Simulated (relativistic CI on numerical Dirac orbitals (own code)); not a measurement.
Computed by Dirac-Coulomb-Breit CI, KLI orbitals optimised for each configuration, a model potential for QED, unscaled Slater integrals (own radial code, finite nucleus).

Configuration list (outside the closed core [Ne]): 3s2, 3s.3p, 3p2, 3s.3d, 3d2, 3p.3d, 3p.4s, 3d.4s, 3s.4s, 3s.4p, 3s.4d, 3s.4f, 3s.5s, 3s.5p, 3s.5d, 3s.5f, 4s2, 3s.5g, 3s.6s, 3s.6p, 3s.6d. Levels of other configurations are missing.

At this charge energies of transitions that change n are usually good to better than 1 %, and those within a shell (Δn = 0) to a few per cent.

Outline of the computed level scheme of Rh XXXIV. Lowest level of each configuration: 3s2 1S_0 at 0.00 eV; 3s.3p 3P°_0 at 66.55 eV; 3p2 3P_0 at 160.54 eV; 3s.3d 3D_1 at 217.83 eV; 3p.3d 3F°_2 at 289.65 eV; 3d2 3F_2 at 441.01 eV; 3s.4s 3S_1 at 949.58 eV; 3s.4p 3P°_0 at 984.38 eV; 3p.4s 3P°_0 at 1030.16 eV.

Some strong electric-dipole decays among the lowest 43 levels: 3s.4p 1P°_1 → 3s2 1S_0 (5.2e+12 s⁻¹); 3s.4s 1S_0 → 3s.3p 1P°_1 (4.5e+12 s⁻¹); 3s.4s 3S_1 → 3s.3p 3P°_2 (3.2e+12 s⁻¹); 3s.4p 3P°_1 → 3s2 1S_0 (2.8e+12 s⁻¹); 3p.4s 3P°_1 → 3p2 1D_2 (2.0e+12 s⁻¹); 3s.4s 3S_1 → 3s.3p 3P°_1 (1.5e+12 s⁻¹); 3p.4s 3P°_1 → 3p2 3P_0 (1.0e+12 s⁻¹); 3s.4p 3P°_2 → 3s.3d 3D_3 (8.8e+11 s⁻¹).

LS names give the leading component of a level, which can be under half, so a name can repeat, a term be missing and a line seem to break the LS rules.
